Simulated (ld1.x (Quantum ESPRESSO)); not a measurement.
Ranking TM potentials for indium

All share these settings but for the change named:

* Element: In
* Generator: ld1.x (Quantum ESPRESSO) 7.5
* Type: norm-conserving Troullier–Martins (Kleinman–Bylander form)
* Functional: Wu–Cohen
* Relativity: scalar-relativistic
* Frozen core: [Kr] 4d10
* Valence charge: 3
* Reference configuration: 5s2 5p1
* Partial waves: 5p (bound): rc 2.75 bohr; 5s (bound): rc 1.70 bohr
* Local potential: the s channel
* Core correction: none

Cutoff: the first of the cutoffs (Ry, on a coarse ladder) from which the occupation-weighted sum of valence levels, in a spherical-Bessel basis at the reference potential, stays within 10 and 1 mRy of its value at 400 Ry; the density cutoff is not measured.

The base gives 25 Ry.

Of 9 variants that were run, those that failed, showed a ghost or another fault, or gave nearly equal values are left out.

Q: Rank these variants from softest to hardest (loose cutoff).
A. all radii scaled by about 0.97 (s 1.64, p 2.66 bohr)
B. all radii scaled by about 1.39 (s 2.36, p 3.82 bohr)
C. all radii scaled by about 0.93 (s 1.58, p 2.56 bohr)
D. all radii scaled by about 1.24 (s 2.10, p 3.40 bohr)

A: B (15 Ry), D (18 Ry), A (30 Ry), C (35 Ry).
